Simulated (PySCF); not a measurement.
Orbital energies, ionisation energy and electron affinity

Compound: AsB2H5.
Z-matrix (Å and degrees, PBE0-D3(BJ)/def2-SVP geometry), rows numbered from 1:
```
B 
B   1  1.6399
As  2  2.0111  1  119.67
H   1  1.2120  2  123.48  3    77.17
H   1  1.2135  2  119.89  3   -99.66
H   2  1.2101  1  126.12  3  -175.03
H   3  1.5204  2  100.52  1    34.58
H   3  1.5191  2   97.51  1   132.22
```

Level: CAM-B3LYP/def2-SVPD (PySCF). Frontier orbitals with their largest atomic shares (Löwdin; up to four atoms above 4 %):

```csv
orbital,ε (eV),main atoms
HOMO−3,-11.46,"B1 43 %, H4 22 %, H5 18 %, B2 9 %"
HOMO−2,-10.70,"B2 29 %, As3 26 %, H6 16 %, H7 15 %"
HOMO−1,-10.12,"B1 27 %, B2 26 %, As3 21 %, H8 11 %"
HOMO,-8.62,?
LUMO,-0.84,"B1 37 %, B2 27 %, As3 15 %, H5 7 %"
LUMO+1,-0.53,"B2 37 %, B1 25 %, As3 12 %, H6 6 %"
LUMO+2,1.07,"B2 32 %, B1 27 %, As3 21 %, H8 9 %"
```

Task: What vertical ionisation energy does ΔSCF give, and how far is −ε(HOMO) from it?

Result: ΔSCF: 9.57 eV (923 kJ/mol; threshold wavelength 130 nm); ⟨S²⟩ of the doublet left behind is 0.761, against 0.75 for a pure doublet. −ε(HOMO) is 8.62 eV, 0.95 eV below it. In exact Kohn–Sham theory the two would be equal; CAM-B3LYP (range-separated hybrid) falls short of its own ΔSCF value by 10 %. Holes in the HOMO−1 and HOMO−2 were tried too where these lie within 1.2 eV of the HOMO; the lowest converged state counts.

Task: On which atoms does the HOMO lie?

Result: As3 (arsenic bonded to B and 2 H) 58 %, B2 (three-coordinate boron) 21 %, B1 (three-coordinate boron) 7 %, H7 (hydrogen on arsenic) 6 %, so more than half of it is on one atom. The HOMO−1 lies 1.50 eV lower.

Task: And the vertical electron affinity, the fundamental gap, Mulliken's electronegativity and the hardness (with the factor ½)?

Result: EA = 0.16 eV by ΔSCF (−ε(LUMO) = 0.84 eV). IE − EA = 9.41 eV against an orbital gap of 7.78 eV; (IE + EA)/2 = 4.87 eV; (IE − EA)/2 = 4.71 eV.

Task: Shift the occupied levels rigidly so that −ε(HOMO) equals the ΔSCF value. What binding energies result?

Result: The shift is +0.95 eV: HOMO 9.57, HOMO−1 11.07, HOMO−2 11.65, HOMO−3 12.41 eV. A rigid shift is only a rough guide to the deeper ionisations.

Task: How many of the 10 lowest singlet excitations (vertical TDDFT, same level) lie below the ionisation energy?

Result: All 10; they run from 4.44 to 7.58 eV.

Geometry: PBE0-D3(BJ)/def2-SVP, one conformer, isolated molecule. The calculation is non-relativistic, for arsenic too.

The run behind these numbers computed excited states and ΔSCF ions as well. Time: 20 s. Hardware: an Arm Neoverse V1 with one thread (shared host).
